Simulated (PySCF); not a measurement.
SMILES C1C2[CH]C(C=C2)C=1, doublet, B3LYP/def2-SVP optimised geometry.

```
14

C     -1.07     0.67    -0.80
C      0.11     1.23     0.00
C     -0.62     1.29     1.37
C     -1.45     0.24     1.43
C     -1.28    -0.55     0.10
C      0.16    -1.10     0.06
C      0.99    -0.04     0.00
H     -1.90     1.30    -1.15
H      0.59     2.15    -0.33
H     -0.45     2.06     2.13
H     -2.11    -0.05     2.25
H     -2.08    -1.26    -0.14
H      0.43    -2.15     0.12
H      2.08    -0.04     0.00
```

Density from unrestricted B3LYP/def2-TZVP in PySCF at that geometry.

Minimum of the electron density along straight lines between bonded atoms, close to the bond critical point (lines longer than 1.1 times the sum of covalent radii, or with two minima, are not listed):

```tsv
bond	length / Å	ρ at the minimum / e bohr⁻³	∇²ρ there / e bohr⁻⁵	position (fraction from the first atom)
C1–C2	1.529	0.246	-0.59	0.50
C2–C3	1.549	0.235	-0.54	0.49
C3–C4	1.344	0.349	-1.04	0.50
C1–C5	1.529	0.246	-0.59	0.50
C4–C5	1.549	0.235	-0.54	0.51
C5–C6	1.542	0.240	-0.57	0.50
C2–C7	1.542	0.240	-0.57	0.50
C6–C7	1.340	0.350	-1.04	0.50
C1–H8	1.097	0.276	-0.95	0.65
C2–H9	1.097	0.280	-0.98	0.64
C3–H10	1.092	0.280	-0.98	0.65
C4–H11	1.092	0.280	-0.98	0.65
C5–H12	1.097	0.280	-0.98	0.64
C6–H13	1.091	0.280	-0.99	0.65
C7–H14	1.091	0.280	-0.99	0.65
```
